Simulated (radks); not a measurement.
Spherical quantum dot in the effective-mass picture: electrons in a hard-walled sphere of radius 4.78, with a point charge +1 (a donor) at the centre, all in effective atomic units (hartree* = m*/eps^2 hartree, bohr* = eps/m* bohr), one dielectric constant everywhere. Calculated with a radial shooting solver with Libxc functionals: non-relativistic Kohn-Sham, r2SCAN, spin-polarised, spherical densities, generalised Kohn-Sham scheme. Levels are named by radial order and angular momentum (1s, 1p, 1d, 2s, ...), and open shells are averaged over m.

N = 8, configuration 1s2 1p6. This is the lowest configuration that the search found. Occupied and some empty levels:

level,occupation,eigenvalue (hartree*),<r> (bohr*)
1s,2,1.9434,2.396
1p,6,2.1700,3.071
2s,0,2.4160,2.141
1d,0,2.4253,3.269
1f,0,2.7503,3.402

Energy (hartree*): total 7.76995, kinetic 3.3397, external -3.2713, Hartree 9.8609, exchange-correlation -2.1594.

Electron density:

r (bohr*),n(r) (e/bohr*^3)
0.121,0.1467
0.479,0.07767
0.837,0.04807
1.20,0.03628
1.55,0.03288
1.91,0.03305
2.27,0.03435
2.63,0.03487
2.98,0.03289
3.34,0.02733
3.70,0.01871
4.06,0.009328
4.42,0.002390
4.78,2.378e-06
